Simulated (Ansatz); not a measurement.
Relaxation of BH₆NOSi (10 atoms, charge 0, multiplicity 1), to a largest force component of 0.015 eV/Å in at most 40 steps.

Method: Ansatz 0.2.0, RKS BLYP/def2-SVP.

```xyz
10
Properties=species:S:1:pos:R:3
B -1.639 0.997 0.083
O -1.038 -0.263 0.190
Si 0.602 0.036 -0.119
N 1.612 -1.494 0.013
H -1.831 1.714 1.010
H -2.128 1.407 -0.970
H 1.192 0.982 0.895
H 0.856 0.608 -1.463
H 1.109 -2.146 -0.627
H 1.349 -1.891 0.991
```

Task: Where does it end, and by what steps?

Result: It converged. The force dipped under the threshold on the way, but the program's further checks kept it going. After 17 steps the energy has fallen by 1.027 eV; H6 moved furthest, 1.00 Å.

```tsv
step	energy less start (eV)	largest force component (eV/Å)	accepted
0	0.0000	2.589	yes
1	-0.3299	1.313	yes
2	-0.5532	1.036	yes
3	-0.7510	0.481	yes
4	-0.8313	0.452	yes
5	-0.8799	0.205	yes
6	-0.8919	0.529	yes
7	-0.9115	0.429	yes
8	-0.9520	0.177	yes
9	-0.9751	0.463	yes
10	-0.9886	0.367	yes
11	-1.0186	0.245	yes
12	-1.0192	0.245	yes
13	-1.0268	0.038	yes
14	-1.0270	0.028	yes
15	-1.0272	0.010	yes
16	-1.0272	0.030	no
17	-1.0273	0.006	yes
```

```xyz
10
Properties=species:S:1:pos:R:3
B -1.804 1.053 0.044
O -0.800 0.360 -0.546
Si 0.859 0.113 -0.179
N 1.276 -1.541 0.106
H -1.604 1.689 1.070
H -2.906 1.019 -0.473
H 1.179 0.897 1.055
H 1.588 0.572 -1.396
H 1.273 -2.215 -0.664
H 1.022 -1.997 0.987
```

Whether the end is a true minimum wasn't checked by a vibrational analysis.

The run took 59 s on 1 thread of Arm Neoverse V1, with other jobs on the host, peak memory 0.14 GiB.
